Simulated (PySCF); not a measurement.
`FC(F)(Cl)Br` (bromochlorodifluoromethane). Computed with PBE0-D3(BJ)/def2-SVP geometry optimisation, gas phase in PySCF.

```
atom  x, y, z in Å
F1    -1.0973    0.7405   -0.3793
C2     0.0078    0.0954   -0.0511
F3     0.9725    0.9825    0.1180
Cl4    0.4500   -1.0143   -1.3449
Br5   -0.2849   -0.8486    1.6158
```

Task: What is the repulsion energy of the bare nuclei, Σ ZA·ZB/RAB?

Result: 442.81 Eh over 10 pairs, with full nuclear charges and distances in bohr; the largest single term is 103.06 Eh (Cl4 with Br5).

Task: Where is the centre of mass (commonest isotopes), and what is the radius of gyration?

Result: Mass 163.884 u; centre at (-0.055, -0.418, 0.457) Å; Rg = √(Σ m r²/M) = 1.533 Å. As Ia + Ib + Ic = 2 Σ m r², the three principal moments sum to 769.8 u·Å².

Task: Which two atoms are farthest apart?

Result: Cl4···Br5, 3.06 Å; the next longest distance is 2.68 Å.

Task: Work out the bond lengths F1–C2, C2–F3, C2–Cl4, C2–Br5 in pm.

Result: For F1–C2 the difference vector is (1.1051, -0.6451, 0.3282) Å, of length 1.3210 Å. F1–C2 132.1; C2–F3 132.1; C2–Cl4 176.1; C2–Br5 193.8 pm.

Task: How far apart are these pairs, which share no bond: F1···F3, F1···Cl4, F3···Cl4?

Result: F1···F3 2.142 Å (2 bonds apart); F1···Cl4 2.531 Å (2 bonds apart); F3···Cl4 2.530 Å (2 bonds apart).

Task: What are the angles F1–C2–Br5, F1–C2–F3, Cl4–C2–Br5, F3–C2–Br5, F1–C2–Cl4?

Result: From the scalar product of the two bond vectors; for F1–C2–Br5 it is -0.8326 Å² over 1.3210 × 1.9379 Å², cos θ = -0.3252. F1–C2–Br5 109.0°; F1–C2–F3 108.3°; Cl4–C2–Br5 111.3°; F3–C2–Br5 109.1°; F1–C2–Cl4 109.6°.

Task: Write the matrix of distances between heavy atoms (Å, lower triangle).

Result: 
```
F1    0.000
C2    1.321  0.000
F3    2.142  1.321  0.000
Cl4   2.531  1.761  2.530  0.000
Br5   2.677  1.938  2.679  3.055  0.000
```

The point group is Cs within 0.08 Å; differences among equivalent distances and angles are scatter left by the optimiser. PBE0-D3(BJ)/def2-SVP frequencies: not computed here.
